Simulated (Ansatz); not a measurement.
A nudged elastic band was laid between two geometries of a periodic cell of 17 atoms, LiSi16 (host Si, host structure diamond, interstitial Li).

All numbers below come from DFT PBE, scalar-relativistic, plane waves, PAW (Ansatz 0.2.0). Settings: cutoff 420 eV, k mesh 2x2x2, gaussian smearing 0.05 eV, spin collinear.

```json
{
 "movable images": "3",
 "climbing image": "yes",
 "spring": "2.0 eV/Å²",
 "optimiser": "quadratic models (default)",
 "start path": "straight line",
 "force threshold": "0.05 eV/Å",
 "iteration limit": "28",
 "end points": "relaxed"
}
```

Initial state:

```xyz
17
Lattice="0.0000 5.4300 5.4300 5.4300 0.0000 5.4300 5.4300 5.4300 0.0000" Properties=species:S:1:pos:R:3
Si 0.008 -0.001 -0.002
Si 1.334 1.327 1.327
Si 2.721 2.714 -0.019
Si 4.109 4.101 1.326
Si 2.721 -0.019 2.714
Si 4.109 1.326 4.101
Si 5.454 2.714 2.714
Si 6.782 4.084 4.083
Si -0.012 2.714 2.714
Si 1.334 4.100 4.100
Si 2.722 5.446 2.713
Si 4.090 6.774 4.083
Si 2.722 2.713 5.446
Si 4.090 4.083 6.774
Si 5.436 5.429 5.429
Si 6.782 6.774 6.774
Li 2.723 2.713 2.713
```

Final state:

Only the atoms that move by more than 0.05 Å are listed.
```
Si6 4.071 1.358 4.071
Si15 5.398 5.461 5.398
Li17 1.355 4.074 1.354
```

(1) Which bonds break or form, and what moves?

(2) What energy profile does the band end with?

(3) What is the geometry of the highest image?

Results:

(1) Contacts lost: Si5–Li17, Si6–Li17, Si7–Li17, Si13–Li17. Contacts made: Si8–Li17, Si14–Li17, Si15–Li17, Si16–Li17. The atom that moves furthest is Li17, by 2.36 Å.

(2) The run converged. The highest image is number 2 of 0 to 4, 0.50 eV above the ends, which have the same energy within 2 meV. By the program's own check the climbing image is of a kind that is not told: the force calls were inconclusive, a negative curvature could not be distinguished from the path's own, the only one lies far off the path, or fixed occupations may fill a level only in part (lowest curvatures found: -1.84 and 0.91 eV/Å²). Limits of this set-up: coarse k mesh.

```csv
image,path coordinate (Å),energy (eV),Si5–Li17 (Å),Si6–Li17 (Å),Si7–Li17 (Å)
0,0.00,0.00,2.73,2.40,2.73
1,0.62,0.23,3.07,2.78,3.07
2,1.24,0.50,3.52,3.39,3.52
3,1.86,0.23,4.02,4.04,4.02
4,2.48,0.00,4.50,4.70,4.50
```

(3) 
```xyz
17
Lattice="0.0000 5.4300 5.4300 5.4300 0.0000 5.4300 5.4300 5.4300 0.0000" Properties=species:S:1:pos:R:3
Si -0.091 0.093 -0.096
Si 1.306 1.291 1.301
Si 2.772 2.660 -0.068
Si 4.142 4.127 1.301
Si 2.690 -0.004 2.685
Si 3.994 1.439 3.989
Si 5.436 2.743 2.685
Si 6.818 4.044 4.067
Si -0.064 2.660 2.767
Si 1.306 4.127 4.137
Si 2.772 5.496 2.767
Si 4.169 6.694 4.164
Si 2.690 2.743 5.432
Si 4.071 4.044 6.813
Si 5.514 5.348 5.509
Si 6.818 6.791 6.813
Li 2.039 3.393 2.034
```

The run took 4.5 min on 2 threads of Arm Neoverse N1, with other jobs on the host, peak memory 1.4 GiB.
